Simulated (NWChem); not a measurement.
System: InI2Cl; SMILES [Cl][In]([I])[I]

NWChem input:

```
start job
memory heap 200 mb stack 900 mb global 1100 mb
geometry units angstroms noautoz
  In     0.000000     0.000000    -0.554429
  Cl     0.000000     0.000000    -2.890252
  I      2.320507     0.000000     0.722338
  I     -2.320507     0.000000     0.722338
end
basis spherical
  * library def2-svp
end
ecp
  In library def2-ecp
  I library def2-ecp
end
dft
  xc xcamb88 1.00 lyp 0.81 vwn_5 0.19 hfexch 1.00
  cam 0.33 cam_alpha 0.19 cam_beta 0.46
  iterations 150
  vectors input atomic output neutral.movecs
end
task dft energy
charge 1
dft
  odft
  mult 2
  vectors input atomic output cation.movecs
end
task dft energy
```

Parts of the log:

```
             Northwest Computational Chemistry Package (NWChem) 7.3.0
             --------------------------------------------------------

 C2V symmetry detected

                             Geometry "geometry" -> ""
                             -------------------------

 Output coordinates in angstroms (scale by  1.889725989 to convert to a.u.)

  No.       Tag          Charge          X              Y              Z
 ---- ---------------- ---------- -------------- -------------- --------------
    1 In                  49.0000     0.00000000     0.00000000    -0.55597855
    2 Cl                  17.0000     0.00000000     0.00000000    -2.89180155
    3 I                   53.0000     2.32050700     0.00000000     0.72078845
    4 I                   53.0000    -2.32050700     0.00000000     0.72078845

 Effective nuclear repulsion energy (a.u.)    1768.8419132737

      Symmetry information
      --------------------

 Group name             C2v
 Group number             16
 Group order               4
 No. of unique centers     3

                                 NWChem DFT Module
                                 -----------------

 Summary of "ao basis" -> "ao basis" (spherical)
 ------------------------------------------------------------------------------
       Tag                 Description            Shells   Functions and Types
 ---------------- ------------------------------  ------  ---------------------
 In                         def2-svp                10       26   4s4p2d
 Cl                         def2-svp                 8       18   4s3p1d
 I                          def2-svp                10       26   4s4p2d

      Symmetry analysis of basis
      --------------------------

        a1         39
        a2         11
        b1         28
        b2         18

            General Information
            -------------------
          SCF calculation type: DFT
          Wavefunction type:  closed shell.
          No. of atoms     :     4
          No. of electrons :    88
           Alpha electrons :    44
            Beta electrons :    44
          Charge           :     0
          Spin multiplicity:     1
          Use of symmetry is: on ; symmetry adaption is: on
          Maximum number of iterations: 150
          AO basis - number of functions:    96
                     number of shells:    38
          Convergence on energy requested:  1.00D-06
          Convergence on density requested:  1.00D-05
          Convergence on gradient requested:  5.00D-04

              XC Information
              --------------
                     Hartree-Fock (Exact) Exchange  1.000
                   CAM-Becke88 Exchange Functional  1.000
                      VWN V Correlation Functional  0.190 local
              Lee-Yang-Parr Correlation Functional  0.810

           Range-Separation Parameters
           ---------------------------
           Alpha           :  0.19
           Beta            :  0.46
           Gamma           :  0.33
           Short-Range HF  :     F

             Grid Information
             ----------------
          Grid used for XC integration:  medium
          Radial quadrature: Mura-Knowles
          Angular quadrature: Lebedev.
          Tag              B.-S. Rad. Rad. Pts. Rad. Cut. Ang. Pts.
          ---              ---------- --------- --------- ---------
          In                  1.55      123          10.0       590
          Cl                  1.00       88          11.0       590
          I                   1.40      123          12.0       590
          Grid pruning is: on
          Number of quadrature shells:   334
          Spatial weights used:  Erf1

      Superposition of Atomic Density Guess
      -------------------------------------

 Sum of atomic energies:       -1371.62806085

      Non-variational initial energy
      ------------------------------

 Total energy =   -1242.243333
 1-e energy   =   -2937.040646
 2-e energy   =    1228.108905
 HOMO         =      -0.349672
 LUMO         =      -0.077490

      Symmetry analysis of molecular orbitals - initial
      -------------------------------------------------

  Numbering of irreducible representations:

     1 a1          2 a2          3 b1          4 b2

  Orbital symmetries:

     1 a1          2 a1          3 a1          4 b1          5 b2
     6 a1          7 b1          8 a1          9 b1         10 a1
    11 b2         12 a2         13 b1         14 a1         15 b1
    16 a1         17 b2         18 a1         19 b1         20 a1
    21 b2         22 a2         23 b1         24 a1         25 b2
    26 a2         27 b1         28 a1         29 a1         30 b1
    31 a2         32 b2         33 a1         34 a1         35 b1
    36 a1         37 b1         38 a1         39 b2         40 b1
    41 b2         42 a1         43 a2         44 b1         45 a1
    46 b2         47 a1         48 b1         49 a1         50 b1
    51 b2         52 a1         53 a2         54 b1

   convergence    iter        energy       DeltaE   RMS-Dens  Diis-err
 ---------------- ----- ----------------- --------- --------- ---------
 d= 0,ls=0.0,diis     1  -1245.6662426969 -1.71D+03  1.54D-02  4.35D-01
 d= 0,ls=0.0,diis     2  -1245.6852399379 -1.90D-02  6.91D-03  3.30D-01
 d= 0,ls=0.0,diis     3  -1245.7385513626 -5.33D-02  9.94D-04  8.04D-03
 d= 0,ls=0.0,diis     4  -1245.7396749745 -1.12D-03  1.53D-04  1.10D-04
 d= 0,ls=0.0,diis     5  -1245.7396917319 -1.68D-05  4.08D-05  1.02D-05
  Resetting Diis
 d= 0,ls=0.0,diis     6  -1245.7396934116 -1.68D-06  1.12D-05  2.95D-07
 d= 0,ls=0.0,diis     7  -1245.7396934908 -7.91D-08  5.32D-06  5.82D-08

         Total DFT energy =    -1245.739693490766
      One electron energy =    -2937.407547675160
           Coulomb energy =     1314.502127304940
    Exchange-Corr. energy =      -89.522680376336
 Nuclear repulsion energy =      466.688407255791

 Numeric. integr. density =       88.000000297456

[...]
```

Level: CAM-B3LYP/def2-SVP with def2 effective core potentials on In, I, vertical spin-unrestricted ions. Geometry: optimised at PBE0/def2-SVP. Not confirmed as a minimum by frequencies. def2 effective core potentials on In, I; no spin-orbit coupling.
